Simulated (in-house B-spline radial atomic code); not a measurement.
## TDHF excitations of Ca

Method: TDHF. Computed with an all-electron radial atomic-structure program (B-spline basis): linear response of the closed shell [Ar] 4s2 with bare exchange (time-dependent Hartree-Fock); non-relativistic, point nucleus, no spin-orbit coupling, no double excitations, S, P, D and F terms only; shells from n = 2 respond.

The program warns: unstable towards triplet excitations of multipole 1.

Command:
```bash
python run_td.py task.json out
```
Settings (radii: box in bohr, nucleus in fm):
```
Z                        20
electrons                20
configuration            [Ar] 4s2
hamiltonian              nr
method                   hf
box_radius               75
intervals                58
```

Cost of the run: 0.4 s on 1 thread of Intel(R) Xeon(R) 6975P-C (Granite Rapids), on a shared host.

The lowest states, in the order of their Tamm-Dancoff energies; the method's threshold (minus the highest occupied level) is 5.321 eV. Labels give the largest channel, * marks a mixed state, and oscillator strengths are full-response dipole values. Measured ¹D terms are left out, since they can mix with doubly excited terms. Energies in eV:

```
     state  full response  Tamm-Dancoff  oscillator strength  measured (J-weighted term)
4s → 4p 3P      imaginary         1.088                    -                       1.892
4s → 3d 3D          2.197         2.282                    -                       2.524
4s → 4p 1P          2.784         2.924                 1.84                       2.933
4s → 3d 1D              ?             ?                    -                           -
4s → 5s 3S          3.156         3.181                    -                       3.910
4s → 5s 1S              ?             ?                    -                           ?
4s → 5p 3P          3.816         3.831                    -                       4.534
4s → 4d 3D          4.021         4.026                    -                       4.681
4s → 5p 1P          4.029         4.063                0.107                       4.554
4s → 4d 1D          4.080         4.084                    -                           -
4s → 6s 3S          4.253         4.258                    -                           -
4s → 6s 1S          4.367         4.371                    -                           -
4s → 4f 3F          4.464         4.464                    -                           -
4s → 4f 1F          4.472         4.472                    -                           -
4s → 6p 3P          4.487         4.492                    -                           -
4s → 5d 3D          4.563         4.565                    -                           -
```

Where does 4s → 3d 1D lie?

At 3.085 eV in full response, 3.129 eV in Tamm-Dancoff.

Where does 4s → 5s 1S lie?

At 3.558 eV in full response, 3.568 eV in Tamm-Dancoff; measured 4.131 eV.

How large is the singlet-triplet splitting of 4s → 4p (P terms) in Tamm-Dancoff?

1.84 eV, from the unrounded values.
